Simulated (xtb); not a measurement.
C₅H₁₀NO, charge +1, singlet, geometry from GFN2-xTB; xtb with GFN2-xTB.

Input for xtb:
```
$ xtb mol.xyz --gfn 2 --chrg 1 --ohess --json

# file mol.xyz
17

C      2.10172816    -0.11636794    -0.20052180
N      0.67703693    -0.22106954    -0.04178917
C      0.04846976    -1.50407913     0.23210954
C     -1.39605597    -1.14122179     0.60153738
C     -1.57991888     0.27308340     0.02868903
C     -0.17952538     0.74158953    -0.16036381
O      0.19972982     1.95611527    -0.43710599
H      2.37327296     0.90753882    -0.44696117
H      2.59809946    -0.41116041     0.72464145
H      2.43317282    -0.78313244    -0.99716064
H      0.10500567    -2.12856192    -0.66458920
H      0.57798866    -2.01495197     1.03726742
H     -2.11083865    -1.84917096     0.19176869
H     -1.51951423    -1.12731204     1.68350389
H     -2.15257153     0.92786943     0.68658742
H     -2.08783645     0.25790686    -0.94100290
H     -0.52206201     2.60151492    -0.49338490
```

What the program printed (banner, timings and long lists left out):

```
   ID    Z sym.   atoms
    1    6 C      1, 3-6
    2    7 N      2
    3    8 O      7
    4    1 H      8-17

           -------------------------------------------------
          |                Calculation Setup                |
           -------------------------------------------------

           -------------------------------------------------
          |                 G F N 2 - x T B                 |
           -------------------------------------------------

          ...................................................
          :                      SETUP                      :
          :.................................................:
          :  # basis functions                  38          :
          :  # atomic orbitals                  38          :
          :  # shells                           24          :
          :  # electrons                        40          :
          :  max. iterations                   250          :
          :  Hamiltonian                  GFN2-xTB          :
          :  restarted?                      false          :
          :  GBSA solvation                  false          :
          :  PC potential                    false          :
          :  electronic temp.          300.0000000     K    :
          :  accuracy                    1.0000000          :
          :  -> integral cutoff          0.2500000E+02      :
          :  -> integral neglect         0.1000000E-07      :
          :  -> SCF convergence          0.1000000E-05 Eh   :
          :  -> wf. convergence          0.1000000E-03 e    :
          :  Broyden damping             0.4000000          :
          :  net charge                          1          :
          :  unpaired electrons                  0          :
          ...................................................

 iter      E             dE          RMSdq      gap      omega  full diag
   1    -22.6436229 -0.226436E+02  0.347E+00    5.05       0.0  T
   2    -22.6888108 -0.451878E-01  0.219E+00    4.47       1.0  T
   3    -22.6909012 -0.209043E-02  0.100E+00    4.31       1.0  T
   4    -22.6912260 -0.324794E-03  0.153E-01    4.16       1.0  T
   5    -22.6913125 -0.865220E-04  0.599E-02    4.22       1.0  T
   6    -22.6913175 -0.498218E-05  0.271E-02    4.22       1.0  T
   7    -22.6913185 -0.977678E-06  0.814E-03    4.23       3.0  T
   8    -22.6913190 -0.509490E-06  0.280E-03    4.22       8.6  T
[...]
         :: total energy             -22.404823457121 Eh    ::
 * total energy  :   -22.4048235 Eh     change       -0.6120260E-10 Eh
   *** GEOMETRY OPTIMIZATION CONVERGED AFTER 1 ITERATIONS ***
         :: total energy             -22.404823457188 Eh    ::
[...]
   ------------------------------------------------------------------------
       1    108.53    -0.98243 ( 95.69%)    -0.82674 (  4.31%)    -0.97571
       2    109.80    -0.97568 ( 95.88%)    -0.82329 (  4.12%)    -0.96940
       3    166.41    -0.73810 ( 99.19%)    -0.70018 (  0.81%)    -0.73779
       4    283.15    -0.45156 ( 99.90%)    -0.54279 (  0.10%)    -0.45165
       5    290.36    -0.43883 ( 99.91%)    -0.53534 (  0.09%)    -0.43892
   ------------------------------------------------------------------------

   temp. (K)  partition function   enthalpy   heat capacity  entropy
                                   cal/mol     cal/K/mol   cal/K/mol   J/K/mol
 298.15  VIB   33.1                 2830.801     20.969     16.407
         ROT  0.200E+06              888.752      2.981     27.238
         INT  0.663E+07             3719.554     23.950     43.644
         TR   0.970E+27             1481.254      4.968     39.704
         TOT                        5200.8075    28.9181    83.3485   348.7303

       T/K    H(0)-H(T)+PV         H(T)/Eh          T*S/Eh         G(T)/Eh
   ------------------------------------------------------------------------
    298.15    0.828801E-02    0.155095E+00    0.396016E-01    0.115493E+00
   ------------------------------------------------------------------------

         :::::::::::::::::::::::::::::::::::::::::::::::::::::
         ::                  THERMODYNAMIC                  ::
         :::::::::::::::::::::::::::::::::::::::::::::::::::::
         :: total free energy         -22.289330461810 Eh   ::
         ::.................................................::
         :: total energy              -22.404823457188 Eh   ::
         :: zero point energy           0.146806558225 Eh   ::
         :: G(RRHO) w/o ZPVE           -0.031313562847 Eh   ::
         :: G(RRHO) contrib.            0.115492995378 Eh   ::
         :::::::::::::::::::::::::::::::::::::::::::::::::::::

optimized geometry written to: xtbopt.xyz

           -------------------------------------------------
          | TOTAL ENERGY              -22.404823457188 Eh   |
          | TOTAL ENTHALPY            -22.249728884628 Eh   |
          | TOTAL FREE ENERGY         -22.289330461810 Eh   |
          | GRADIENT NORM               0.000032309309 Eh/α |
          | HOMO-LUMO GAP               4.222915547394 eV   |
           -------------------------------------------------

normal termination of xtb
```
